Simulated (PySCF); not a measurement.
# Computed records: BClFH

All values are calculated (PySCF 2.14.0). Calculation on a computer-drawn molecule: vertical ionisation energy to the stated ion spin, frozen-core CCSD(T) at the basis limit and cheaper methods, single-reference cases, UHF for radicals, no spin-orbit; all values are single points at the evaluated structure, the first of each entry, which is the reference or a displaced copy of it and isn't optimised; the reference structure only sets the zero of the energies above reference; triples share is (T) over the correlation energy.

Common to all runs: charge 0; multiplicity 1; ion multiplicity 2; diffuse functions no; basis cc-pV(n+d)Z; reference is the Hartree-Fock double-zeta minimum; best is HF at quadruple zeta + MP2 correlation extrapolated from triple and quadruple zeta + CCSD(T) minus MP2 at triple zeta; basis step is the size of the change from the same recipe one zeta lower.

(1) 
```xyz
4
formula=BClFH ionisation_energy_best=12.72 ionisation_energy_basis_step=0.09889 energy_above_reference_best=13.57 energy_above_reference_basis_step=0.5426 ionisation_energy_Koopmans_at_triple_zeta=13.15 ionisation_energy_EOM_CCSD_at_triple_zeta=12.61 total_energy_HF_triple_zeta=-584.3448 total_energy_CCSD(T)_triple_zeta=-584.9307 total_energy_best=-585.0289 T1_diagnostic_at_triple_zeta=0.01419 D1_diagnostic_at_triple_zeta=0.04938 ion_T1_diagnostic_at_triple_zeta=0.02368 ion_D1_diagnostic_at_triple_zeta=0.1022 ion_spin_squared_at_triple_zeta=0.762 triples_share_at_triple_zeta=0.03603 basis_functions_triple_zeta=113 dipole_magnitude_HF_at_triple_zeta=1.633 dipole_magnitude_CCSD_unrelaxed_at_triple_zeta=1.337 dipole_magnitude_PBE_at_triple_zeta=1.117 dipole_magnitude_r2SCAN_at_triple_zeta=1.218 dipole_magnitude_B3LYP_at_triple_zeta=1.282 dipole_magnitude_wB97X_at_triple_zeta=1.335
F      0.5814     0.8396     1.3239
B      0.9746    -0.0821     0.2642
Cl    -0.1614    -0.0785    -1.1069
H      1.9625    -0.8674     0.5446
```

Units: ionisation_energy_best, ionisation_energy_basis_step, ionisation_energy_Koopmans_at_triple_zeta, ionisation_energy_EOM_CCSD_at_triple_zeta in eV; energy_above_reference_best, energy_above_reference_basis_step in kcal/mol; total_energy_HF_triple_zeta, total_energy_CCSD(T)_triple_zeta, total_energy_best in hartree; dipole_magnitude_HF_at_triple_zeta, dipole_magnitude_CCSD_unrelaxed_at_triple_zeta, dipole_magnitude_PBE_at_triple_zeta, dipole_magnitude_r2SCAN_at_triple_zeta, dipole_magnitude_B3LYP_at_triple_zeta, dipole_magnitude_wB97X_at_triple_zeta in debye.

Reference structure:
```xyz
4
BClFH
F      0.6640     0.8328     1.2504
B      0.9107    -0.0473     0.3049
Cl    -0.0805    -0.0226    -1.1406
H      1.7869    -0.8386     0.4341
```

Drawn bonds:
```csv
atom,other atom,order
1,2,1
2,3,1
2,4,1
```

Triple zeta:
```csv
method,ionisation energy (eV),energy above reference (kcal/mol)
HF,11.56,16.79
PBE,12.13,11.04
r2SCAN,12.32,13.09
B3LYP,12.43,13.16
wB97X,12.56,13.06
MP2,12.67,13.73
CCSD,12.47,14.08
CCSD(T),12.5,13.41
```

(2) 
```xyz
4
formula=BClFH ionisation_energy_best=12.72 ionisation_energy_basis_step=0.0981 energy_above_reference_best=15.58 energy_above_reference_basis_step=0.5253 ionisation_energy_Koopmans_at_triple_zeta=13.13 ionisation_energy_EOM_CCSD_at_triple_zeta=12.6 total_energy_HF_triple_zeta=-584.3412 total_energy_CCSD(T)_triple_zeta=-584.9276 total_energy_best=-585.0257 T1_diagnostic_at_triple_zeta=0.01422 D1_diagnostic_at_triple_zeta=0.04939 ion_T1_diagnostic_at_triple_zeta=0.02502 ion_D1_diagnostic_at_triple_zeta=0.1123 ion_spin_squared_at_triple_zeta=0.7622 triples_share_at_triple_zeta=0.03612 basis_functions_triple_zeta=113 dipole_magnitude_HF_at_triple_zeta=1.605 dipole_magnitude_CCSD_unrelaxed_at_triple_zeta=1.313 dipole_magnitude_PBE_at_triple_zeta=1.095 dipole_magnitude_r2SCAN_at_triple_zeta=1.193 dipole_magnitude_B3LYP_at_triple_zeta=1.258 dipole_magnitude_wB97X_at_triple_zeta=1.31
F      0.5814     0.8396     1.3239
B      0.9746    -0.0821     0.2642
Cl    -0.1614    -0.0785    -1.1069
H      1.9892    -0.8887     0.5522
```

Units: ionisation_energy_best, ionisation_energy_basis_step, ionisation_energy_Koopmans_at_triple_zeta, ionisation_energy_EOM_CCSD_at_triple_zeta in eV; energy_above_reference_best, energy_above_reference_basis_step in kcal/mol; total_energy_HF_triple_zeta, total_energy_CCSD(T)_triple_zeta, total_energy_best in hartree; dipole_magnitude_HF_at_triple_zeta, dipole_magnitude_CCSD_unrelaxed_at_triple_zeta, dipole_magnitude_PBE_at_triple_zeta, dipole_magnitude_r2SCAN_at_triple_zeta, dipole_magnitude_B3LYP_at_triple_zeta, dipole_magnitude_wB97X_at_triple_zeta in debye.

Reference structure:
```xyz
4
BClFH
F      0.6640     0.8328     1.2504
B      0.9107    -0.0473     0.3049
Cl    -0.0805    -0.0226    -1.1406
H      1.7869    -0.8386     0.4341
```

Drawn bonds:
```csv
atom,other atom,order
1,2,1
2,3,1
2,4,1
```

Triple zeta:
```csv
method,ionisation energy (eV),energy above reference (kcal/mol)
HF,11.56,19.04
PBE,12.09,12.8
r2SCAN,12.28,15.03
B3LYP,12.4,15.15
wB97X,12.55,15.04
MP2,12.66,15.83
CCSD,12.46,16.12
CCSD(T),12.5,15.4
```

(3) 
```xyz
4
formula=BClFH ionisation_energy_best=12.2 ionisation_energy_basis_step=0.08033 energy_above_reference_best=51.62 energy_above_reference_basis_step=0.4665 ionisation_energy_Koopmans_at_triple_zeta=12.41 ionisation_energy_EOM_CCSD_at_triple_zeta=12.18 total_energy_HF_triple_zeta=-584.2759 total_energy_CCSD(T)_triple_zeta=-584.8705 total_energy_best=-584.9682 T1_diagnostic_at_triple_zeta=0.01508 D1_diagnostic_at_triple_zeta=0.04968 ion_T1_diagnostic_at_triple_zeta=0.03772 ion_D1_diagnostic_at_triple_zeta=0.1908 ion_spin_squared_at_triple_zeta=0.7832 triples_share_at_triple_zeta=0.03757 basis_functions_triple_zeta=113 dipole_magnitude_HF_at_triple_zeta=1.275 dipole_magnitude_CCSD_unrelaxed_at_triple_zeta=1.056 dipole_magnitude_PBE_at_triple_zeta=0.8617 dipole_magnitude_r2SCAN_at_triple_zeta=0.9218 dipole_magnitude_B3LYP_at_triple_zeta=0.9961 dipole_magnitude_wB97X_at_triple_zeta=1.013
F      0.5814     0.8396     1.3239
B      0.9746    -0.0821     0.2642
Cl    -0.1614    -0.0785    -1.1069
H      2.3003    -1.1359     0.6404
```

Units: ionisation_energy_best, ionisation_energy_basis_step, ionisation_energy_Koopmans_at_triple_zeta, ionisation_energy_EOM_CCSD_at_triple_zeta in eV; energy_above_reference_best, energy_above_reference_basis_step in kcal/mol; total_energy_HF_triple_zeta, total_energy_CCSD(T)_triple_zeta, total_energy_best in hartree; dipole_magnitude_HF_at_triple_zeta, dipole_magnitude_CCSD_unrelaxed_at_triple_zeta, dipole_magnitude_PBE_at_triple_zeta, dipole_magnitude_r2SCAN_at_triple_zeta, dipole_magnitude_B3LYP_at_triple_zeta, dipole_magnitude_wB97X_at_triple_zeta in debye.

Reference structure:
```xyz
4
BClFH
F      0.6640     0.8328     1.2504
B      0.9107    -0.0473     0.3049
Cl    -0.0805    -0.0226    -1.1406
H      1.7869    -0.8386     0.4341
```

Drawn bonds:
```csv
atom,other atom,order
1,2,1
2,3,1
2,4,1
```

Triple zeta:
```csv
method,ionisation energy (eV),energy above reference (kcal/mol)
HF,11.38,60
PBE,11.46,46.41
r2SCAN,11.6,50.71
B3LYP,11.79,51.27
wB97X,12.04,52.35
MP2,11.98,53.88
CCSD,12.13,52.69
CCSD(T),12.04,51.24
```

(4) 
```xyz
4
formula=BClFH ionisation_energy_best=12.45 ionisation_energy_basis_step=0.0877 energy_above_reference_best=0.8958 energy_above_reference_basis_step=0.07299 ionisation_energy_Koopmans_at_triple_zeta=12.81 ionisation_energy_EOM_CCSD_at_triple_zeta=12.33 total_energy_HF_triple_zeta=-584.3701 total_energy_CCSD(T)_triple_zeta=-584.9508 total_energy_best=-585.0491 T1_diagnostic_at_triple_zeta=0.01235 D1_diagnostic_at_triple_zeta=0.04221 ion_T1_diagnostic_at_triple_zeta=0.02964 ion_D1_diagnostic_at_triple_zeta=0.1518 ion_spin_squared_at_triple_zeta=0.7622 triples_share_at_triple_zeta=0.03457 basis_functions_triple_zeta=113 dipole_magnitude_HF_at_triple_zeta=0.8499 dipole_magnitude_CCSD_unrelaxed_at_triple_zeta=0.643 dipole_magnitude_PBE_at_triple_zeta=0.4912 dipole_magnitude_r2SCAN_at_triple_zeta=0.568 dipole_magnitude_B3LYP_at_triple_zeta=0.5983 dipole_magnitude_wB97X_at_triple_zeta=0.669
F      0.6838     0.8430     1.2705
B      0.9066     0.0028     0.2986
Cl    -0.0947    -0.0054    -1.1528
H      1.8136    -0.8297     0.3804
```

Units: ionisation_energy_best, ionisation_energy_basis_step, ionisation_energy_Koopmans_at_triple_zeta, ionisation_energy_EOM_CCSD_at_triple_zeta in eV; energy_above_reference_best, energy_above_reference_basis_step in kcal/mol; total_energy_HF_triple_zeta, total_energy_CCSD(T)_triple_zeta, total_energy_best in hartree; dipole_magnitude_HF_at_triple_zeta, dipole_magnitude_CCSD_unrelaxed_at_triple_zeta, dipole_magnitude_PBE_at_triple_zeta, dipole_magnitude_r2SCAN_at_triple_zeta, dipole_magnitude_B3LYP_at_triple_zeta, dipole_magnitude_wB97X_at_triple_zeta in debye.

Reference structure:
```xyz
4
BClFH
F      0.6640     0.8328     1.2504
B      0.9107    -0.0473     0.3049
Cl    -0.0805    -0.0226    -1.1406
H      1.7869    -0.8386     0.4341
```

Drawn bonds:
```csv
atom,other atom,order
1,2,1
2,3,1
2,4,1
```

Triple zeta:
```csv
method,ionisation energy (eV),energy above reference (kcal/mol)
HF,11.31,0.8856
PBE,11.81,0.6126
r2SCAN,11.98,0.8055
B3LYP,12.11,0.8519
wB97X,12.25,0.852
MP2,12.41,0.9617
CCSD,12.2,0.862
CCSD(T),12.24,0.839
```

(5) 
```xyz
4
formula=BClFH ionisation_energy_best=12.2 ionisation_energy_basis_step=0.09151 energy_above_reference_best=8.109 energy_above_reference_basis_step=0.2933 ionisation_energy_Koopmans_at_triple_zeta=12.63 ionisation_energy_EOM_CCSD_at_triple_zeta=12.07 total_energy_HF_triple_zeta=-584.3589 total_energy_CCSD(T)_triple_zeta=-584.9396 total_energy_best=-585.0376 T1_diagnostic_at_triple_zeta=0.01323 D1_diagnostic_at_triple_zeta=0.04537 ion_T1_diagnostic_at_triple_zeta=0.01653 ion_D1_diagnostic_at_triple_zeta=0.0463 ion_spin_squared_at_triple_zeta=0.7613 triples_share_at_triple_zeta=0.03512 basis_functions_triple_zeta=113 dipole_magnitude_HF_at_triple_zeta=1.672 dipole_magnitude_CCSD_unrelaxed_at_triple_zeta=1.406 dipole_magnitude_PBE_at_triple_zeta=1.245 dipole_magnitude_r2SCAN_at_triple_zeta=1.361 dipole_magnitude_B3LYP_at_triple_zeta=1.356 dipole_magnitude_wB97X_at_triple_zeta=1.482
F      0.6881     0.8111     1.2572
B      0.9191    -0.0778     0.3030
Cl    -0.1857    -0.0015    -1.2829
H      1.7605    -0.8407     0.4035
```

Units: ionisation_energy_best, ionisation_energy_basis_step, ionisation_energy_Koopmans_at_triple_zeta, ionisation_energy_EOM_CCSD_at_triple_zeta in eV; energy_above_reference_best, energy_above_reference_basis_step in kcal/mol; total_energy_HF_triple_zeta, total_energy_CCSD(T)_triple_zeta, total_energy_best in hartree; dipole_magnitude_HF_at_triple_zeta, dipole_magnitude_CCSD_unrelaxed_at_triple_zeta, dipole_magnitude_PBE_at_triple_zeta, dipole_magnitude_r2SCAN_at_triple_zeta, dipole_magnitude_B3LYP_at_triple_zeta, dipole_magnitude_wB97X_at_triple_zeta in debye.

Reference structure:
```xyz
4
BClFH
F      0.6640     0.8328     1.2504
B      0.9107    -0.0473     0.3049
Cl    -0.0805    -0.0226    -1.1406
H      1.7869    -0.8386     0.4341
```

Drawn bonds:
```csv
atom,other atom,order
1,2,1
2,3,1
2,4,1
```

Triple zeta:
```csv
method,ionisation energy (eV),energy above reference (kcal/mol)
HF,10.93,7.938
PBE,11.88,7.13
r2SCAN,11.98,7.785
B3LYP,12.05,7.214
wB97X,12.06,8.164
MP2,12.09,8.2
CCSD,11.92,8.058
CCSD(T),11.97,7.831
```

(6) 
```xyz
4
formula=BClFH ionisation_energy_best=12.03 ionisation_energy_basis_step=0.08712 energy_above_reference_best=11.55 energy_above_reference_basis_step=0.3226 ionisation_energy_Koopmans_at_triple_zeta=12.47 ionisation_energy_EOM_CCSD_at_triple_zeta=11.92 total_energy_HF_triple_zeta=-584.3547 total_energy_CCSD(T)_triple_zeta=-584.9338 total_energy_best=-585.0321 T1_diagnostic_at_triple_zeta=0.01243 D1_diagnostic_at_triple_zeta=0.04149 ion_T1_diagnostic_at_triple_zeta=0.01891 ion_D1_diagnostic_at_triple_zeta=0.07706 ion_spin_squared_at_triple_zeta=0.7614 triples_share_at_triple_zeta=0.0348 basis_functions_triple_zeta=113 dipole_magnitude_HF_at_triple_zeta=1.647 dipole_magnitude_CCSD_unrelaxed_at_triple_zeta=1.455 dipole_magnitude_PBE_at_triple_zeta=1.357 dipole_magnitude_r2SCAN_at_triple_zeta=1.447 dipole_magnitude_B3LYP_at_triple_zeta=1.423 dipole_magnitude_wB97X_at_triple_zeta=1.551
F      0.7229     0.8960     1.2900
B      0.8833     0.0475     0.3907
Cl    -0.2670     0.0166    -1.1902
H      1.7918    -0.8031     0.5017
```

Units: ionisation_energy_best, ionisation_energy_basis_step, ionisation_energy_Koopmans_at_triple_zeta, ionisation_energy_EOM_CCSD_at_triple_zeta in eV; energy_above_reference_best, energy_above_reference_basis_step in kcal/mol; total_energy_HF_triple_zeta, total_energy_CCSD(T)_triple_zeta, total_energy_best in hartree; dipole_magnitude_HF_at_triple_zeta, dipole_magnitude_CCSD_unrelaxed_at_triple_zeta, dipole_magnitude_PBE_at_triple_zeta, dipole_magnitude_r2SCAN_at_triple_zeta, dipole_magnitude_B3LYP_at_triple_zeta, dipole_magnitude_wB97X_at_triple_zeta in debye.

Reference structure:
```xyz
4
BClFH
F      0.6640     0.8328     1.2504
B      0.9107    -0.0473     0.3049
Cl    -0.0805    -0.0226    -1.1406
H      1.7869    -0.8386     0.4341
```

Drawn bonds:
```csv
atom,other atom,order
1,2,1
2,3,1
2,4,1
```

Triple zeta:
```csv
method,ionisation energy (eV),energy above reference (kcal/mol)
HF,10.78,10.55
PBE,11.62,10.64
r2SCAN,11.75,11.1
B3LYP,11.83,10.72
wB97X,11.89,11.71
MP2,11.94,12.17
CCSD,11.76,11.59
CCSD(T),11.81,11.51
```
